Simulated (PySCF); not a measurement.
CH3Cl3Sn, SMILES [CH3][Sn]([Cl])([Cl])[Cl] (connectivity only; charge and spin as stated), charge -1, multiplicity 2. Atoms are numbered in the order given.

```xyz
8

C      0.0000     0.0000     2.1474
Sn     0.0000     0.0000    -0.0551
Cl     2.2228    -1.2833    -0.3451
Cl    -2.2228    -1.2833    -0.3451
Cl     0.0000     2.5666    -0.3451
H      0.9029     0.5213     2.4903
H     -0.9029     0.5213     2.4903
H      0.0000    -1.0425     2.4903
```
Charge -1, spin multiplicity 2.

The structure is a stationary point at B3LYP-D3(BJ)/def2-SVPD. The multiplicity is an assumed one; no other spin state was optimised. The isomer is the one that the SMILES or the coordinates give; other isomers of the formula were not compared. The def2 effective core potentials stand for the cores of Sn; spin–orbit coupling is left out.

Method: PBE/def2-SVPD in PySCF.

The molecule is in vacuum.

| Property | Result |
|---|---|
| total energy | -1633.96639 hartree |
| point group | C3v |
| α spin, highest occupied and lowest empty level | -0.97 and 2.75 eV |
| β spin, highest occupied and lowest empty level | -2.88 and -0.40 eV |
| dipole moment about the centre of nuclear charge | 1.86 D |
| mean static polarisability | 134.6 bohr³ (19.95 Å³) |
| polarisability, principal values | 114.6, 144.6, 144.6 bohr³ |
| ⟨S²⟩ | 0.751 (pure state 0.75) |
